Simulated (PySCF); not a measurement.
CdClH₃Si, SMILES [SiH3][Cd][Cl].

Coordinates come from a B3LYP-D3(BJ)/def2-TZVP optimisation. The def2 effective core potentials stand for the cores of Cd; spin–orbit coupling is left out.

Method: PBE/def2-TZVPD in PySCF.

The molecule is in vacuum.

Q: Estimate the frontier levels, gap, dipole moment and polarisability. (Estimate from the structure and the level; the computed values follow.)

A: 
```yaml
highest_occupied_level: -7.05 eV
lowest_empty_level: -2.03 eV
orbital_gap: 5.01 eV
dipole_moment: 3.07 D
quadrupole, principal values (traceless, Buckingham form, about the centre of nuclear charge): -10.02, 5.01, 5.01 D·Å
mean_static_polarisability: 85.4 bohr³ (12.65 Å³)
polarisability_principal_values: 64.5, 64.5, 127.0 bohr³
```
